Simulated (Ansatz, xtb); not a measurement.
**Two isomers of C2H11GeNSi2**

Structure I is `C=C[SiH2][N]([SiH3])[GeH3]`, a singlet and structure II is `C=CN([SiH3])[SiH2][GeH3]`, a singlet. Both are isolated molecules in the gas phase, relaxed with B3LYP-D3(BJ)/def2-SVP, each in the lowest conformer that the search found.

Problem. Estimate E(II) − E(I) at the level CCSD(T)/def2-SVP + ΔMP2/def2-TZVPP.

Solution. Calculated at CCSD(T)/def2-SVP + ΔMP2/def2-TZVPP: E(II) − E(I) = +0.558 eV, so structure I lies lower.

Level by level:

```csv
level,geometry,E(II) − E(I) (eV),departure from the last row (eV),"job, with rough time for the two"
GFN2-xTB,GFN2-xTB,−0.607,−1.165,"optimisation, 0.48 s"
HF/STO-3G,GFN2-xTB,+0.158,−0.401,"single point, 1 s"
r2SCAN-D4/def2-SVP,GFN2-xTB,+0.259,−0.300,"single point, 11 s"
B3LYP-D3(BJ)/def2-SVP,B3LYP-D3(BJ)/def2-SVP,+0.277,−0.281,"optimisation, 6.1 min"
HF/def2-SVP,B3LYP-D3(BJ)/def2-SVP,+0.615,+0.056,part of the CCSD(T) run
MP2/def2-SVP,B3LYP-D3(BJ)/def2-SVP,+0.496,−0.063,part of the CCSD(T) run
CCSD(T)/def2-SVP,B3LYP-D3(BJ)/def2-SVP,+0.450,−0.109,single point
CCSD(T)/def2-SVP + ΔMP2/def2-TZVPP,B3LYP-D3(BJ)/def2-SVP,+0.558,,"single point, 4.4 min"
```

As drawn, II has 1 C–N, 1 Ge–Si in place of 1 C–Si, 1 Ge–N.

GFN2-xTB puts the two in the other order. The largest departure from CCSD(T)/def2-SVP + ΔMP2/def2-TZVPP is that of GFN2-xTB, 1.165 eV. The last row adds to CCSD(T) the change of the MP2 difference between the two basis sets, here +0.109 eV.

With thermal terms from frequencies at re-optimised GFN2-xTB minima (ideal gas, soft modes damped towards free rotors, one conformer each, 298.15 K, 1 atm): the zero-point term adds +0.040 eV; ΔH is +0.593 and ΔG +0.603 eV.

The correlated steps freeze 22 core orbitals; the filled d shell of Ge is correlated, in a basis made for valence electrons. Programs: Ansatz 0.2.0, xtb 6.7.1; the last row on 2 threads of Arm Neoverse V2 on a shared host.
